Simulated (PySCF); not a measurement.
B(F)(NMe2)(SH) (C₂H₇BFNS), SMILES CN(C)B(F)S. Atoms are numbered in the order given.

```xyz
13

B      0.3060     0.1321    -0.4283
F      1.2012    -0.2763    -1.3400
N     -0.1242    -0.7780     0.5511
C     -0.9947    -0.4696     1.6546
C      0.2746    -2.1667     0.4859
H     -2.0083    -0.8896     1.5169
H     -0.5890    -0.8869     2.5926
H     -1.0833     0.6150     1.7960
H      0.8226    -2.4653     1.3974
H     -0.6049    -2.8289     0.3926
H      0.9264    -2.3339    -0.3794
S     -0.2109     1.8759    -0.6285
H     -1.2395     1.8649     0.2404
```

Geometry optimised at PBE0-D3(BJ)/def2-SVP. The structure was generated by enumeration, and PubChem lists no compound with its InChIKey, so it may never have been made. One conformer was computed; it need not be the lowest.

Computed with PBE/def2-TZVP (PySCF).

Gas-phase values at a fixed geometry.

| Quantity | Result |
|---|---|
| total energy | -657.81319 hartree |
| highest occupied level | -5.72 eV |
| lowest empty level | -0.45 eV |
| orbital gap | 5.26 eV |
| dipole moment | 3.09 D |
| quadrupole, principal values (traceless, Buckingham form, about the centre of nuclear charge) | -1.60, -1.35, 2.96 D·Å |
| mean static polarisability | 68.9 bohr³ (10.21 Å³) |
| polarisability, principal values | 52.9, 66.8, 87.0 bohr³ |
